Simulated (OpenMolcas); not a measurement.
5s2 5p2 along the 50-electron sequence

| Property | Result |
| --- | --- |
| Program | OpenMolcas 26.06 |
| Method | CASSCF |
| Basis | ANO-RCC-VTZP |
| Scalar Hamiltonian | DKH2, point nucleus |
| Spin-orbit coupling | state interaction with AMFI integrals over the reference wave functions, term energies averaged over their components |

Active space for each ion: 2 electrons in 3 orbitals (5p).

Computed levels in cm-1 above 3P0:

```tsv
Level	Sn	Sb+	Te2+	I3+
3P1	1346	2444	3867	5666
3P2	3045	5119	7524	10295
1D2	10242	14191	18356	23087
1S0	21507	28326	34645	41159
weight of 3P in the lowest level (%)	98	97	96	94
```

Measured, with the error of the calculation in %. Measured levels: Sn, Sb+ from NIST Handbook of Basic Atomic Spectroscopic Data; Te2+ from the list in Zhang, Palmeri, Quinet and Biemont, Astron. Astrophys. 551, A136 (2013).

| Level | Sn | Sb+ | Te2+ |
| --- | --- | --- | --- |
| 3P1 | 1692 (-20.5) | 3055 (-20.0) | 4757 (-18.7) |
| 3P2 | 3428 (-11.2) | 5658 (-9.5) | 8167 (-7.9) |
| 1D2 | 8613 (+18.9) | 12790 (+11.0) | 17360 (+5.7) |
| 1S0 | 17162 (+25.3) | 23906 (+18.5) | 30398 (+14.0) |

The fine-structure level 3P2 changes by a factor of 3.38 from Sn to I3+. Its fourth root runs 7.43, 8.46, 9.31, 10.07, with steps per unit of Z of 1.03, 0.85, 0.76; equal steps would mean a (Z - σ)^4 law with constant σ.

1D2 changes by a factor of 2.25 over the same range, with steps per unit of Z of +3950, +4160, +4730 cm-1.

With the s shell closed, the reference lacks s² → p² mixing. Computed and measured levels are paired by configuration, term and J; levels that our copy of the source lacks, or whose pairing is in doubt (as where it misses far off the trend of its configuration), stay unpaired and out of the deviations. Levels of configurations outside the active space are missing.
